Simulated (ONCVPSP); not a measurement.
**Reading a pseudo-wave (Ni)**

Columns: radius, all-electron u(r) and pseudo u(r) of the 3s shell (level -111.06 eV) of nickel in the configuration [Ne] 3s2 3p6 3d8 4s2; PBE, scalar-relativistic, ONCV scheme, ONCVPSP 4.0.1.

```tsv
r (bohr)	all-electron	pseudo
0.070	0.0037	0.2101
0.140	-0.6373	0.4130
0.210	-0.5908	0.6022
0.280	-0.1497	0.7710
0.350	0.3662	0.9142
0.420	0.7952	1.0270
0.490	1.0869	1.1065
0.560	1.2461	1.1517
0.630	1.2987	1.1629
0.700	1.2756	1.1428
0.770	1.2040	1.0958
0.840	1.1046	1.0269
0.910	0.9927	0.9428
0.980	0.8782	0.8497
1.050	0.7676	0.7533
1.120	0.6645	0.6585
1.190	0.5709	0.5689
1.260	0.4875	0.4870
1.330	0.4142	0.4140
1.400	0.3504	0.3503
1.470	0.2954	0.2953
1.540	0.2483	0.2482
1.610	0.2081	0.2081
1.680	0.1741	0.1741
1.750	0.1454	0.1453
1.820	0.1212	0.1212
```

(1) How many radial nodes do the two functions have?

(2) At about which radius was the pseudo-wave matched?

(3) Is the pseudo-wave norm-conserving?

Results:

(1) The all-electron 3s function has n − l − 1 = 2; the pseudo-wave has 0, since the states of the same l below it are removed with the core.

(2) 1.40 bohr, where the columns begin to agree (steps of 0.07 bohr).

(3) Yes: the ONCV scheme keeps the norm inside the radius equal to the all-electron one, which fixes the energy derivative of the logarithmic derivative at the level.
